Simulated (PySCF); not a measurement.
Order these species by their calculated properties.

Each SMILES stands for a single optimised conformer of the isolated species, non-relativistic unless stated. Electronic properties by PySCF.

The conformers computed, where there is a choice (atom-mapped SMILES and torsion angles):
- `[CH2:1]=[C:2]([CH3:3])[SiH2:4][C@@H:5]([F:6])[O:7][CH:8]([F:9])[F:10]`: C1–C2–Si4–C5 -121°, C2–Si4–C5–F6 174°, Si4–C5–O7–C8 175°, C5–O7–C8–F9 172°
- `[F:1][c:2]1[cH:3][cH:4][cH:5][c:6]([C:7]([F:8])([F:9])[F:10])[s+:11]1`: C5–C6–C7–F8 67°
- `[F:1][CH2:2][S:3][CH2:4][C:5]([F:6])([F:7])[F:8]`: F1–C2–S3–C4 63°, C2–S3–C4–C5 86°, S3–C4–C5–F6 60°
- `[CH2:1]=[CH:2][O:3][CH2:4][SiH:5]([Cl:6])[Cl:7]`: C1–C2–O3–C4 -1°, C2–O3–C4–Si5 -179°, O3–C4–Si5–Cl6 65°
- `[O:1]=[S:2](=[O:3])([Cl:4])[c:5]1[cH:6][cH:7][cH:8][c:9]([SiH3:10])[cH:11]1`: O1–S2–C5–C6 -21°
- `[CH:1]#[C:2][C+:3]([CH2:4][F:5])[CH2:6][Cl:7]`: C2–C3–C4–F5 180°, C2–C3–C6–Cl7 -98°

The conformers of `CP1CC[PH2+]CC1` aren't listed.

Question: Rank by HOMO energy, lowest first (PBE0/pcSseg-1 at GFN2-xTB geometries).
A. `C[SiH3]`
B. `C=COC[SiH](Cl)Cl`
C. `Fc1cccc(C(F)(F)F)[s+]1`
D. `FC(F)(CSCF)F`
E. `C=C(C)[SiH2][C@@H](F)OC(F)F`

Answer: C (-13.96 eV), A (-9.18 eV), E (-7.83 eV), D (-7.54 eV), B (-7.06 eV).

Question: Rank by smallest rotational constant, highest first (GFN2-xTB).
A. `Cc1[p-]cc([SiH3])c1C`
B. `FCSCC(F)(F)F`
C. `C=COC[SiH](Cl)Cl`
D. `C[SiH3]`
E. `[NH2-]`

Answer: E (238.656 GHz), D (10.783 GHz), B (0.913 GHz), A (0.761 GHz), C (0.608 GHz).

Question: Rank by dipole moment, highest first (PBE0/pcSseg-1 at GFN2-xTB geometries).
A. `O=S(c1cccc(c1)[SiH3])(Cl)=O`
B. `C=COC[SiH](Cl)Cl`
C. `C=C(C)[SiH2][C@@H](F)OC(F)F`
D. `FCSCC(F)(F)F`
E. `C[SiH3]`

Answer: A (5.19 D), C (1.89 D), B (1.46 D), D (0.91 D), E (0.56 D).

Question: By how much do the two ends of that ranking differ?

Answer: By 4.63 D, between `O=S(=O)(Cl)c1cccc([SiH3])c1` and `C[SiH3]`.

Question: Rank by HOMO–LUMO gap, highest first (PBE0/pcSseg-1 at GFN2-xTB geometries).
A. `CP1CC[PH2+]CC1`
B. `Fc1cccc(C(F)(F)F)[s+]1`
C. `[C+](CF)(CCl)C#C`
D. `O=S(=O)(Cl)c1cccc([SiH3])c1`
E. `FCSCC(F)(F)F`
F. `C=C(C)[SiH2][C@@H](F)OC(F)F`

Answer: E (7.89 eV), F (7.35 eV), A (6.46 eV), D (6.22 eV), C (5.52 eV), B (5.31 eV).
